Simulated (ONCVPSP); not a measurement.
## Reading a pseudo-wave (phosphorus (P))

Columns: radius, all-electron u(r) and pseudo u(r) of the 2s shell (level -176.48 eV) of phosphorus in the configuration [He] 2s2 2p6 3s2 3p2.75; PW91, scalar-relativistic, ONCV scheme, ONCVPSP 4.0.1.

```tsv
r (bohr)	all-electron	pseudo
0.053	-0.6692	0.2794
0.105	-0.3706	0.5406
0.158	0.1740	0.7817
0.210	0.6704	0.9836
0.262	1.0435	1.1442
0.315	1.2862	1.2609
0.368	1.4103	1.3296
0.420	1.4442	1.3530
0.473	1.4146	1.3366
0.525	1.3440	1.2873
0.578	1.2469	1.2115
0.630	1.1385	1.1192
0.683	1.0236	1.0149
0.735	0.9123	0.9090
0.788	0.8040	0.8031
0.840	0.7051	0.7048
0.893	0.6130	0.6128
0.945	0.5316	0.5314
0.998	0.4576	0.4575
1.050	0.3937	0.3936
1.102	0.3377	0.3376
1.155	0.2880	0.2879
1.208	0.2451	0.2450
1.260	0.2088	0.2087
1.313	0.1769	0.1769
1.365	0.1502	0.1501
```

**Question.** How many radial nodes do the two functions have?

**Answer.** The all-electron 2s function has n − l − 1 = 1; the pseudo-wave has 0, since the states of the same l below it are removed with the core.

**Question.** At about which radius was the pseudo-wave matched?

**Answer.** 1.00 bohr. The columns agree to 0.0005 from 0.84 bohr on; several derivatives are matched, so the curves merge somewhat inside the radius.

**Question.** Is the pseudo-wave norm-conserving?

**Answer.** Yes: the ONCV scheme keeps the norm inside the radius equal to the all-electron one, which fixes the energy derivative of the logarithmic derivative at the level.
